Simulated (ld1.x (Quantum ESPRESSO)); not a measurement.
**tin, ultrasoft: configuration errors across variants**

```
Element                 : tin
Generator               : ld1.x (Quantum ESPRESSO) 7.5
Type                    : ultrasoft
Functional              : PBE
Relativity              : scalar-relativistic
Frozen core             : [Kr] 4d10
Valence charge          : 4
Reference configuration : 5s1.75 5p2.25
Partial waves           : 5s (bound): rcut 1.60, rcutus 1.95 bohr; 5s channel at -0.35 Ry: rcut 1.60, rcutus 1.95 bohr; 5p (bound): rcut 1.65, rcutus 2.20 bohr; 5p channel at 2.6 Ry: rcut 1.65, rcutus 2.20 bohr; 5d channel at 0.45 Ry: rcut 1.85, rcutus 2.00 bohr
Local potential         : all-electron potential smoothed inside 2.15 bohr (lloc = -2)
Core correction         : a·sin(br)/r model core, default radius (core density twice the valence density)
Augmentation charge     : built from norm-conserving waves at rcut, not smoothed further
```

All-electron excitation energies from the reference (eV): (1) 5s2 5p2 -1.722; (2) 5s2 5p1 5.153; (3) 5s2 5p0 19.105; (4) 5s1 5p3 5.257; (5) 5s0 5p4 12.464; (6) 5s2 5p1.5 0.894; (7) 5s1 5p2 12.802.

The default core radius of the base comes out at 1.78 bohr.

The overlap operator is not positive definite (basis up to 400 Ry) in “local potential all-electron potential smoothed inside 1.45 bohr (lloc = -1)”, “local potential all-electron potential smoothed inside 1.52 bohr (lloc = -2)”. Such files are unfit for use, however small their errors in these radial tests.

4 further variants failed, have other tests or another functional or relativity, and are left out.

A true bound ghost makes a file unfit for plane-wave use even where its test errors are small: the radial tests pick states by their node count and pass the ghost by.

Errors AE − PS in meV (a dash: test not solved or not reliable):

```csv
change,(1),(2),(3),(4),(5),(6),(7),bound ghosts
base,-0.7,-5.7,-58,-8.3,-43,-0.8,-31,d
local potential all-electron potential smoothed inside 1.45 bohr (lloc = -1),-0.7,-5.7,-58,-8.3,-42,-0.8,-31,"s (d not tested, overlap not positive)"
"wave 5d channel at 0.45 Ry: rcut 1.85, rcutus 2.00 bohr becomes 5d channel at 5.72 Ry: rcut 1.85, rcutus 2.00 bohr",-0.7,-5.7,-58,-8.3,-43,-0.8,-31,none
local potential all-electron potential smoothed inside 1.52 bohr (lloc = -2),-0.7,-5.7,-58,-8.3,-43,-0.8,-31,not determined (overlap not positive)
type TM; waves now 5s (bound): rc 1.95 bohr; 5p (bound): rc 2.20 bohr; 5d channel at 0.45 Ry: rc 2.00 bohr; local potential the d channel,-0.7,-5.6,-48,-9.2,-51,-1.2,-28,"s, p"
```

Question: Give the same row for: core correction a·sin(br)/r model core inside 1.40 bohr.

Answer: -0.7, -6.1, -60, -8.4, -44, -0.9, -31; bound ghosts: d.
